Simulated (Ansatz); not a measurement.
Consider the redistribution: `BN(CC)[SiH2]Cl` + `BO[SiH2]C` → `C[SiH2]O[SiH2]Cl` + `BN(B)CC`.

Computed with Ansatz on PBE0-D4/def2-TZVP structures; ΔE is electronic, products minus reactants. CCSD(T)/CBS adds triple-zeta CCSD(T) − MP2 to the extrapolated MP2 energy (def2 sets, frozen cores). DFT in def2-TZVPP. One conformer a species, not always the lowest.

```json
{"level": "r2SCAN-D4", "ΔE (kcal/mol)": "-8.0"}
{"level": "MP2/def2-QZVPP", "ΔE (kcal/mol)": "-8.5"}
```

Question: What does CCSD(T)/CBS give? (Best estimate.)

Answer: Ansatz gave: -8.3 kcal/mol. The listed levels differ from it by 0.3, -0.2 kcal/mol.

Largest T1 diagnostic among the species: 0.012.

In def2-TZVPP, CCSD(T) changes the Hartree–Fock value by +2.9 kcal/mol (the triples alone add +0.5 kcal/mol) and MP2 by +2.6 kcal/mol. From PBE to PBE0 (25 % exact exchange), in def2-TZVPP and without D4, ΔE moves by −1.1 kcal/mol.
